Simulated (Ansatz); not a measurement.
Gas-phase electronic energies from Ansatz, PBE0-D4/def2-TZVP geometries. CCSD(T)/CBS adds triple-zeta CCSD(T) − MP2 to the extrapolated MP2 energy (def2 sets, frozen cores). Functionals use def2-TZVPP. B3LYP here is the variant with VWN-RPA as its local correlation; programs differ in this. HSE06 is defined as in plane-wave codes. Open shells (•) are unrestricted, without spin–orbit coupling. For Ga outer-core shells are correlated without core-valence functions, which leaves a few kJ/mol of doubt a bond. Scalar relativity is left out up to krypton. One conformer a species, not always the lowest.

Consider the homolysis of the Ga–Si bond: `C[SiH2]S[SiH2][GaH2]` → `[GaH2]`• + `C[SiH2]S[SiH2]`•.

Problem. What is ΔE at CCSD(T)/CBS? (An estimate is asked.)

Solution. The calculation gave: +3.24 eV.

Problem. What do these levels give: revPBE-D4, BLYP-D4, r2SCAN-D4, PBE0-D4, B3LYP-D4, r2SCAN0-D4, ωB97X-V, B2PLYP, PBE-QIDH, PBE, HSE06, BHLYP? (Best estimate.)

Solution. Ansatz gave: revPBE-D4 2.88, BLYP-D4 2.84, r2SCAN-D4 2.89, PBE0-D4 3.00, B3LYP-D4 2.92, r2SCAN0-D4 2.89, ωB97X-V 3.14, B2PLYP 2.87, PBE-QIDH 3.04, PBE 2.82, HSE06 2.86, BHLYP 2.73 eV.

Largest T1 diagnostic among the species: 0.015.

From BLYP to BHLYP (50 % exact exchange), in def2-TZVPP and without D4, ΔE moves by +0.19 eV. The D4 term adds +0.25 eV with B3LYP and +0.14 eV with PBE0; it sums over pairs of atoms, weighted by their polarisabilities, and B3LYP, whose exchange is more repulsive, gets the larger term.
